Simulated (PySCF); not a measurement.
C4H9Cl, SMILES CCCCCl. Atoms are numbered in the order given.

```xyz
14

C     -2.7789    -0.0771    -0.0134
C     -1.3170    -0.4275    -0.2888
C     -0.4165     0.8040    -0.4156
C      1.0509     0.4944    -0.6717
Cl     1.8156    -0.4038     0.7050
H     -3.2089     0.5473    -0.8247
H     -2.8841     0.4943     0.9325
H     -3.4063    -0.9864     0.0756
H     -0.9185    -1.0719     0.5233
H     -1.2404    -1.0307    -1.2211
H     -0.4990     1.4299     0.4999
H     -0.7675     1.4423    -1.2589
H      1.6454     1.4183    -0.8057
H      1.1832    -0.1421    -1.5694
```

The structure is a stationary point at PBE-D3(BJ)/def2-SVP. The values are those of a single conformer.

Method: HF/pcSseg-1 (PySCF).

GIAO shieldings, no solvent; atoms listed in one row are averaged. δ = σ(ref) − σ: ¹³C against TMS (σ = 192.6 ppm); ³⁵Cl against HCl (σ = 958.2 ppm); ¹H against TMS (σ = 31.99 ppm), references at their B3LYP-D3(BJ)/def2-TZVP geometries, non-relativistic (without spin–orbit terms, shifts of atoms bonded to Cl or Br come out too high).

Computed chemical shifts:
| nucleus | atoms | count | δ (ppm) |
|---|---|---|---|
| ¹³C | C4 | 1 | 51.9 |
| ¹³C | C3 | 1 | 36.9 |
| ¹³C | C2 | 1 | 23.6 |
| ¹³C | C1 | 1 | 18.9 |
| ³⁵Cl | Cl5 | 1 | 29.9 |
| ¹H | H13 | 1 | 4.06 |
| ¹H | H14 | 1 | 3.73 |
| ¹H | H9 | 1 | 2.29 |
| ¹H | H11 | 1 | 1.87 |
| ¹H | H12 | 1 | 1.78 |
| ¹H | H6, H7, H8 | 3 | 1.59 |
| ¹H | H10 | 1 | 1.39 |
